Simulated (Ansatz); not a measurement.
```xyz
10

F    -1.6865   -1.6056    0.0822
Si   -0.9321   -0.1782    0.1874
Al   -0.6202    0.8621   -2.0215
Ge    1.1391   -0.5060    1.3376
H    -1.7688    0.6840    1.0768
H    -1.0132    0.1180   -3.3662
H     0.0384    2.3070   -2.0668
H     2.1123   -1.3562    0.5016
H     1.7932    0.8685    1.5708
H     0.9377   -1.1935    2.6981
```

The species carries charge 0 and has multiplicity 1.

(1) List the CAM-B3LYP/def2-TZVPP orbital energies in eV (Ansatz). (Best estimate.)

Results:

(1) The calculation gave: Occupied: -10851.97, -1801.78, -1526.81, -1356.26, -1207.21, -1207.20, -1207.20, -673.23, -171.05, -146.26, -121.33, -121.33, -121.33, -114.85, -101.64, -101.57, -101.54, -75.61, -75.39, -75.37, -34.92, -34.91, -34.88, -34.84, -34.84, -34.29, -17.96, -16.43, -14.17, -14.12, -13.77, -12.77, -11.20, -11.12, -10.26, -9.89, -8.58. Lowest empty: -1.38, 0.16, 1.16, 1.67, 1.80, 2.03, 2.41, 2.68.
